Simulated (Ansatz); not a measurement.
Basis-set extrapolation for CH2BFN2, SMILES `N=C1NB1F` (PBE0-D4/def2-TZVP geometry, frozen core, the Gaussian-basis code of Ansatz). Multiplicity 1, RHF reference.

```csv
,def2-TZVPP,def2-QZVPP
HF,-272.184450,-272.196746
MP2 correlation,-0.891297,-0.960009
CCSD(T) correlation,-0.940176,not run
```

Energies in hartree. Use E(X) = E(∞) + A·exp(−7.88·√X) for Hartree–Fock and E(X) = E(∞) + B·X^(−2.97) for correlation, with X = 3 and 4, and add CCSD(T) minus MP2 of the smaller set to the MP2 limit.

Q: What is the CCSD(T) energy at the basis-set limit?

A: HF limit: -272.196746 + (-0.012296) × 0.13774 = -272.19844. MP2 limit: -0.960009 + (-0.068712) × 0.74074 = -1.01091. Higher-order term: -0.940176 − (-0.891297) = -0.04888. Total: -273.25823 hartree, 83.8 kcal/mol below CCSD(T)/def2-TZVPP.
